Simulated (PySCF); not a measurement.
This PySCF input asks for the NMR shieldings of SMILES N[SiH2][SiH2]OC1CC=CC1, C$_{5}$H$_{13}$NOSi$_{2}$; the geometry comes from GFN2-xTB.

```python
import basis_set_exchange as bse
import numpy as np
from pyscf import gto, dft
from pyscf.prop import nmr

atoms = """
N     4.451041   -0.311636    0.459734
Si    2.987983   -0.439785   -0.448695
Si    1.370387    0.222643    1.018968
O     0.048986   -0.036070    0.117113
C    -1.291595    0.216013    0.426102
C    -2.136916   -1.055991    0.199794
C    -3.086877   -0.687077   -0.895747
C    -2.944974    0.566792   -1.285601
C    -1.869095    1.281987   -0.530477
H     4.630180    0.522559    0.994022
H     5.309418   -0.622999    0.035357
H     3.022241    0.324948   -1.717045
H     2.990000   -1.847677   -0.870718
H     1.412673    1.634775    1.461895
H     1.246220   -0.500365    2.299472
H    -1.362697    0.549507    1.466477
H    -1.482886   -1.878232   -0.098823
H    -2.667906   -1.357725    1.104624
H    -3.786498   -1.403439   -1.290702
H    -3.506732    1.062308   -2.058525
H    -2.262137    2.144853    0.010338
H    -1.081225    1.633997   -1.199981
"""
names = dict.fromkeys(["N", "Si", "O", "C", "H"], "pcSseg-1")
basis = {el: gto.basis.parse(bse.get_basis(n, elements=[el], fmt="nwchem")) for el, n in names.items()}
mol = gto.M(atom=atoms, basis=basis, charge=0, verbose=0)
mf = dft.RKS(mol, xc="PBE0")
mf.grids.level = 2
mf.grids.alignment = dft.numint.BLKSIZE   # the property module wants whole blocks of grid points
mf.conv_tol = 1e-9
mf.kernel()

calc = nmr.RKS(mf)   # GIAO
C = mf.mo_coeff
Co = C[:, mf.mo_occ > 0]
resp = mf.gen_response(singlet=True, hermi=2)
def vind(x):   # induced exchange potential for any number of trial vectors
    d = np.einsum("pi,xij,qj->xpq", C, 2 * x.reshape(-1, C.shape[1], Co.shape[1]), Co, optimize=True)
    return np.einsum("xpq,pi,qj->xij", resp(d - d.transpose(0, 2, 1)), C, Co, optimize=True).ravel()
mo1, _ = nmr.rhf.solve_mo1(calc, with_cphf=vind)
sigma = calc.kernel(mo1)
for i, s in enumerate(sigma):   # ppm
    w = np.linalg.eigvalsh((s + s.T) / 2)
    print("%2d %-2s iso %8.1f  s11 %8.1f  s22 %8.1f  s33 %8.1f" % (i, mol.atom_pure_symbol(i), w.mean(), *w))
```

**Question.** What are the results?

**Answer.** 
```
 0 N  iso    270.6  s11    234.2  s22    265.3  s33    312.2
 1 Si iso    404.0  s11    349.4  s22    387.8  s33    474.7
 2 Si iso    380.6  s11    316.0  s22    341.5  s33    484.3
 3 O  iso    295.9  s11    224.1  s22    329.0  s33    334.4
 4 C  iso    109.7  s11     79.0  s22    102.9  s33    147.2
 5 C  iso    137.5  s11    107.2  s22    140.7  s33    164.6
 6 C  iso     51.4  s11    -54.9  s22     68.9  s33    140.3
 7 C  iso     51.6  s11    -54.6  s22     69.3  s33    140.1
 8 C  iso    137.7  s11    107.4  s22    141.1  s33    164.5
 9 H  iso     32.4  s11     24.5  s22     29.8  s33     42.9
10 H  iso     32.1  s11     23.9  s22     27.9  s33     44.5
11 H  iso     26.5  s11     22.6  s22     25.7  s33     31.3
12 H  iso     26.7  s11     23.5  s22     26.0  s33     30.6
13 H  iso     26.4  s11     23.0  s22     25.6  s33     30.6
14 H  iso     26.4  s11     23.0  s22     25.6  s33     30.7
15 H  iso     27.5  s11     24.3  s22     27.5  s33     30.6
16 H  iso     29.2  s11     25.0  s22     29.5  s33     33.1
17 H  iso     28.7  s11     24.6  s22     27.5  s33     34.0
18 H  iso     25.9  s11     24.4  s22     25.5  s33     27.8
19 H  iso     25.9  s11     24.4  s22     25.6  s33     27.8
20 H  iso     28.7  s11     24.7  s22     27.5  s33     34.0
21 H  iso     29.2  s11     25.1  s22     29.6  s33     33.1
```

These numbers come from an equivalent density-fitted implementation of the same equations, which agrees with the script to about 0.01 ppm for H and up to a few tenths of a ppm for heavy atoms, so last digits may differ.

**Question.** Turn these shieldings into chemical shifts. References, each an isolated molecule treated in the same way: ¹⁵N (σref 267.73) against NH3; TMS for ²⁹Si (σref 349.16) and ¹³C (σref 186.93) and ¹H (σref 31.72); ¹⁷O (σref 336.08) against H2O.

**Answer.** Averaging equivalent atoms: N 0: -2.8; Si 2: -31.4; Si 1: -54.8; O 3: 40.2; C 6/7: 135.4; C 4: 77.2; C 5/8: 49.3; H 18/19: 5.80; H 13/14: 5.30; H 11/12: 5.08; H 15: 4.25; H 17/20: 3.00; H 16/21: 2.52; H 9/10: -0.50 ppm. Experimental scales use liquid or dissolved standards, which lie at an offset from isolated NH3 (liquid NH3: subtract about 20 ppm) and H2O (liquid H2O: subtract about 36 ppm).

Size and cost of the density-fitted run: 232 basis functions, 89 s wall time on 1 thread of an Arm Neoverse N1, shared host; peak memory 1.1 GiB.
